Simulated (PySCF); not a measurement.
Computed shifts of a molecule C₄H₈ClF, B3LYP/pcSseg-1 (PySCF), GIAO, gas phase, equivalent atoms averaged, in ppm (number of nuclei): ¹³C: 119.1 (1), 41.4 (1), 21.8 (1), 16.5 (1). ¹⁹F: -155.1 (1). ¹H: 6.35 (1), 2.18 (1), 1.39 (3), 1.21 (3). References: ¹³C against TMS (σ = 181.3 ppm); ¹⁹F against CFCl3 (σ = 161.7 ppm); ³⁵Cl against HCl (σ = 933.3 ppm); ¹H against TMS (σ = 31.68 ppm), references at their B3LYP-D3(BJ)/def2-TZVP geometries, non-relativistic (without spin–orbit terms, shifts of atoms bonded to Cl or Br come out too high). The structure is a stationary point at PBE0-D3(BJ)/def2-SVP. The values are those of a single conformer.

Question: Pick the molecule that these values belong to.
(A) C[C@H](F)CCCl
(B) CCC[C@@H](F)Cl
(C) CC(C)[C@H](F)Cl
(D) CC(C)(F)CCl

Answer: C, CC(C)[C@H](F)Cl
